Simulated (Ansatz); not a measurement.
AlGe24PH30⁺, a doped nanocrystal cut from the lattice of germanium (Al and P 4.7 A apart). Total charge 1; doublet. Geometry PBE-D4/def2-SVP, that of the neutral singlet; atoms count from 1.

Cartesian coordinates in Å:
```
Ge -1.2383 1.5884 -2.2678
Ge -4.0173 1.2703 0.6678
Ge -4.0666 -1.2009 -2.4583
Ge -0.3342 -2.1865 -1.8748
Ge -3.0880 -2.6030 1.0566
Ge -1.0164 4.0165 0.8927
Ge 1.6464 4.3081 -2.1160
Ge 2.4574 0.4196 -1.7028
Ge 2.7850 2.8327 1.4651
Al -0.1729 0.1163 1.5197
Ge 0.7244 -3.8579 1.5492
Ge 3.6423 -1.1503 1.7881
Ge 3.3413 -3.4716 -1.5069
Ge -3.5813 1.0940 -1.7393
Ge -0.6937 3.8660 -1.5361
Ge -3.3857 3.5458 1.3557
Ge 0.1436 0.0363 -0.9634
Ge -2.5937 -0.3336 1.8690
P -2.6000 -2.6249 -1.2709
Ge 1.0227 -3.9734 -0.8826
Ge -1.6416 -4.3827 1.9494
Ge 0.4416 2.4465 2.1034
Ge 3.0716 2.6781 -0.9673
Ge 3.9139 -1.2478 -0.6480
Ge 4.2152 1.1288 2.5138
Ge 1.3211 -1.6423 2.4365
H -1.0298 1.4208 -3.8085
H -5.5463 1.0312 0.8897
H -3.7502 -1.5365 -3.9448
H -5.4752 -1.7606 -2.1026
H -0.4671 -2.3076 -3.4298
H -4.5863 -3.0524 0.9847
H -0.7588 5.5076 1.2891
H 1.8377 4.2025 -3.6593
H 2.0258 5.7579 -1.6882
H 2.5694 0.3087 -3.2596
H 3.3043 4.2410 1.9049
H 1.5541 -5.0371 2.1549
H 4.6622 -2.1557 2.4163
H 3.4808 -3.5300 -3.0582
H 4.2585 -4.5775 -0.9042
H -4.5819 1.9637 -2.5665
H -1.6377 4.8773 -2.2640
H -4.2952 4.5624 0.5990
H -3.6894 3.6917 2.8780
H -3.1691 -0.4178 3.3240
H -2.9231 -3.9458 -1.7257
H 0.5394 -5.3443 -1.4580
H -2.0652 -5.7234 1.2735
H -1.9793 -4.4894 3.4663
H 0.3311 2.8610 3.6090
H 4.5667 2.9412 -1.3409
H 5.3997 -0.9465 -1.0285
H 5.7082 1.4137 2.1622
H 4.0804 1.2167 4.0651
H 1.3395 -1.8455 3.9894
```

Single mean-field runs in def2-SVP are fitted with def2-universal-jkfit.

Q: Estimate the Mulliken populations of the heavy atoms from the PBE0/def2-SVP orbitals of Ansatz.

A: 
```tsv
atom	charge (e)	spin (α − β)
Ge1	0.04	0.02
Ge2	0.00	0.01
Ge3	0.20	0.00
Ge4	0.15	0.03
Ge5	0.09	0.02
Ge6	-0.01	0.06
Ge7	0.14	0.01
Ge8	0.02	0.00
Ge9	-0.02	0.00
Al10	0.19	0.10
Ge11	-0.01	0.05
Ge12	-0.02	0.00
Ge13	0.14	0.00
Ge14	-0.01	0.00
Ge15	-0.02	0.00
Ge16	0.12	0.00
Ge17	-0.36	0.00
Ge18	-0.10	0.00
P19	-0.29	0.00
Ge20	-0.01	0.00
Ge21	0.14	0.00
Ge22	-0.07	0.28
Ge23	-0.01	0.01
Ge24	-0.01	0.01
Ge25	0.13	0.02
Ge26	-0.07	0.19
```
Mulliken values and Mayer orders depend strongly on the basis.

Q: Where does the spin sit?

A: Summed by element: Ge 0.73, Al 0.10, P 0.00, H 0.18, of 1 unpaired in all. Largest on single atoms: Ge22 0.28, Ge26 0.19, Al10 0.10.

Q: And the Mayer bond orders between bonded heavy atoms (over 0.3)?

A: Ge1–Ge14 0.90 (2.45 Å); Ge1–Ge15 0.91 (2.45 Å); Ge1–Ge17 0.88 (2.45 Å); Ge2–Ge14 0.90 (2.45 Å); Ge2–Ge16 0.91 (2.46 Å); Ge2–Ge18 0.89 (2.46 Å); Ge3–Ge14 0.91 (2.45 Å); Ge3–P19 0.81 (2.36 Å); Ge4–Ge17 0.88 (2.45 Å); Ge4–P19 0.78 (2.39 Å); Ge4–Ge20 0.90 (2.45 Å); Ge5–Ge18 0.88 (2.46 Å); Ge5–P19 0.79 (2.38 Å); Ge5–Ge21 0.90 (2.46 Å); Ge6–Ge15 0.91 (2.45 Å); Ge6–Ge16 0.92 (2.46 Å); Ge6–Ge22 0.85 (2.46 Å); Ge7–Ge15 0.92 (2.45 Å); Ge7–Ge23 0.91 (2.45 Å); Ge8–Ge17 0.91 (2.46 Å); Ge8–Ge23 0.91 (2.45 Å); Ge8–Ge24 0.90 (2.45 Å); Ge9–Ge22 0.90 (2.46 Å); Ge9–Ge23 0.91 (2.45 Å); Ge9–Ge25 0.90 (2.46 Å); Al10–Ge17 0.87 (2.50 Å); Al10–Ge18 0.87 (2.49 Å); Al10–Ge22 0.73 (2.48 Å); Al10–Ge26 0.78 (2.48 Å); Ge11–Ge20 0.91 (2.45 Å); Ge11–Ge21 0.91 (2.46 Å); Ge11–Ge26 0.86 (2.46 Å); Ge12–Ge24 0.91 (2.45 Å); Ge12–Ge25 0.90 (2.46 Å); Ge12–Ge26 0.91 (2.46 Å); Ge13–Ge20 0.91 (2.45 Å); Ge13–Ge24 0.91 (2.45 Å).
